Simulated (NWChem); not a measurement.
## Correlation energy of HSi (+1)

```xyz
2

Si     0.0000     0.0000     0.1028
H      0.0000     0.0000    -1.4391
```
Charge +1, spin multiplicity 1.

All runs are NWChem calculations. The geometry was optimised at PBE/def2-SVP, a minimum by its harmonic frequencies.

Basis set: 3-21G. Each correlation energy counts from its own Hartree-Fock reference.

| method | correlation energy (mHa) | difference from CCSD(T) |
|---|---|---|
| CR-CCSD[T] | -52.9 | 0.0 |
| CR-CCSD(T) | -52.9 | 0.0 |
| MP2 | -33.6 | +19.3 |
| SCS-MP2 | -39.7 | +13.2 |
| CCSD | -52.6 | +0.3 |
| CCSD+T(CCSD) | -52.9 | 0.0 |
| CCSD(T) | -52.9 | 0.0 |
| CCSDT | -53.0 | -0.1 |

The values span 19.4 mHa, from CCSDT (lowest) to MP2 (highest). 

The correlated methods keep 5 core orbitals frozen. The structure started from a generated list of species. No row is a measurement; the coupled-cluster row has its own basis-set and correlation limits.
